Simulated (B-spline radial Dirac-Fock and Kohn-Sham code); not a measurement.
# Binding energies of Mg⁵⁺ at several levels of theory

System: the Mg⁵⁺ ion in the configuration [He] 2s2 2p3.

The density-functional columns are spherical, spin-unpolarised Dirac-Kohn-Sham results without Breit or QED terms: −ε is minus the orbital energy of the initial state and ΔSCF the difference of two total energies. The reference in the last column comes from Dirac-Fock ΔSCF + Breit + QED. All numbers are from a B-spline atomic structure program, in eV; a selection of levels is shown.

| level | PBE −ε | PBE ΔSCF | LDA −ε | LDA ΔSCF | Dirac-Fock |
| --- | --- | --- | --- | --- | --- |
| K (1s) | 1405.7 | 1481.4 | 1399.2 | 1474.4 | 1468.4 |
| L1 (2s) | 194.9 | 212.1 | 194.1 | 211.3 | 211.5 |
| L2,3 (2p) | 164.4 | 183.3 | 164.4 | 183.3 | 181.9 |

Task: Order the estimates of the K (1s) level by their distance from the Dirac-Fock value, nearest first.
A. LDA −ε
B. PBE ΔSCF
C. LDA ΔSCF
D. PBE −ε

Result: C (6.0 eV), B (13.0 eV), D (62.7 eV), A (69.2 eV).

Values without a named source are computed, but for edge energies of neutral atoms, which are taken from tables.
